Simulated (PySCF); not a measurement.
## Correlation energy of Br³³⁺ (bromine, charge +33)

Starting occupation: 1s2. Calculation: PySCF 2.14, in an even-tempered Gaussian basis (17 s from 5.5 bohr⁻², ratio 2.6; 11 p from 7.2 bohr⁻², ratio 2.6; 6 d from 7.4 bohr⁻², ratio 2.8; 3 f from 330 bohr⁻², ratio 2.8); X2C-1e with screened-nucleus spin-orbit coupling, Gaussian nucleus. Frozen: nothing; 2 electrons correlated; the 34 highest virtual spinors left out.

Total MP2 correlation energy: -49.81 mhartree.

With two correlated electrons CCSD is exact within the correlated space (frozen core and kept virtual orbitals).

The virtual space was cut to 52 spinors, which keep -47.15 of the -49.81 mhartree of MP2 correlation.

```
level  correlation energy (mhartree)
 CCSD                         -47.61
```

Diagnostics: T1 = 2.7e-06, largest double amplitude 0.002.

Problem. Is a single reference adequate?

Solution. Yes: T1 lies below 0.03 and no double amplitude reaches 0.07.

The coupled-cluster values are those of the cut space; adding the MP2 remainder, -2.66 mhartree, estimates the full space.

At this charge the one-electron X2C treatment keeps the bare 1/r₁₂, with no two-electron picture change or Breit term. That inflates the 1s pair energies well beyond their four-component values.
